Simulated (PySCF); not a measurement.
Method: PySCF with B3LYP-D3(BJ)/def2-TZVP // r2SCAN-D4/def2-SVP. Isolated molecules, 0 K electronic values unless said otherwise. One relaxed conformer stands for a flexible species; it need not be the lowest. B3LYP has the VWN-RPA correlation part, as in Gaussian. 

Reference species: [Mo(Cl)6] (neutral, multiplicity 1).

| Property | Value |
|---|---|
| mean distance from the central atom to its bonded neighbours | 2.308 Å |
| LUMO | -6.05 eV |

Changed species: [Mo(Cl)(OH)5] (5 of 6 Cl replaced by OH; the reference has 0 of 6 Cl replaced by OH).

Problem. Predict the effect on the mean distance from the central atom to its bonded neighbours and LUMO.

Solution. the mean distance from the central atom to its bonded neighbours decreases by 0.325 Å, to 1.983 Å; the LUMO increases by 2.12 eV, to -3.93 eV.
